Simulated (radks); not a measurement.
The numbers below are computed, except where a source is named.
Ionisation of Tc+, [Kr] 4d5 5s1, to Tc2+, [Kr] 4d5, under several functionals. Scalar-relativistic Kohn-Sham, spin-polarised, spherical densities, finite nucleus; open shells are filled with parallel spins first (spin-orbit coupling, left out, can overturn this in heavy ions); a radial shooting solver on a logarithmic mesh with Libxc functionals.

functional	E(Tc+) (hartree)	Exc (hartree)	IE (eV)	-e(HOMO) (eV)	<r> HOMO (bohr)	IE error (eV)
Wu-Cohen GGA	-4284.78910	-127.61074	15.665	12.247	2.946	+0.405
LDA (Slater exchange, VWN5 correlation)	-4281.07855	-123.85331	15.891	12.432	2.945	+0.631
HCTH/407	-4288.19230	-131.21154	15.336	12.081	2.927	+0.076
MS2 meta-GGA	-4285.41892	-128.17532	15.369	12.051	2.984	+0.109
BLYP	-4285.94459	-128.77034	15.438	11.952	2.968	+0.178
r2SCAN	-4286.08726	-128.77134	15.516	12.427	2.933	+0.256
exchange-only r2SCAN	-4283.96214	-126.61047	14.927	11.884	2.979	-0.333

NIST Atomic Spectra Database: 15.260 eV (semi-empirical). Closest: HCTH/407. The Delta-SCF values span 0.96 eV, the total energies 7.11 hartree. The highest occupied level is 5s. Open shells are spherical and high-spin; term and fine-structure splittings are not resolved.
